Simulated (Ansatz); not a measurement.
Coupled-cluster diagnostics for [MnNCl4]2- (MnNCl4²⁻), Ansatz.

Geometry of the singlet (r2SCAN-D4/def2-SVPD):

```xyz
6

Mn    0.0506    0.0941   -0.0294
N     0.7285    1.3546   -0.4234
Cl    0.4536   -1.3288   -1.8638
Cl   -2.1300    0.3685   -0.8787
Cl   -0.8431    0.6047    2.0902
Cl    1.7404   -1.0930    1.1052
```

Correlated methods freeze 26 core orbitals; core or outer-core shells of Mn are correlated, in sets that lack core-valence functions. A multiply charged anion in the gas phase is held together partly by the finite basis. Removing one electron lowers the energy by 0.54 eV at PBE0-D4/def2-TZVPD, so it isn't bound. At PBE0-D4/def2-TZVPD a triplet of charge -2 lies 0.68 eV below the restricted singlet, each at its own geometry.

Task: Estimate the CCSD(T) correlation energy, the shares of MP2 and (T), T1 and the reference's ⟨S²⟩ for: charge -2, singlet, own geometry in def2-SVPD; and the rough time on 4 threads of Arm Neoverse V1 on a shared host.

Result: 
| state | basis | correlation (eV) | MP2 share (%) | (T) share (%) | T1 | ⟨S²⟩ (pure) | wall time | remarks |
| --- | --- | --- | --- | --- | --- | --- | --- | --- |
| charge -2, singlet, own geometry | def2-SVPD | -38.711 | 97.1 | 5.2 | 0.061 | 0.00 (0.00) | 1.8 min | flagged by the program, large T1, restricted SCF unstable |
Customary marks for T1 are 0.02 (closed shells), 0.045 (open shells) and about 0.05 (3d metals). T1 exceeds 0.02 in 1 of 1 rows and 0.045 in 1; the higher it lies, the less the single-reference result can be trusted.
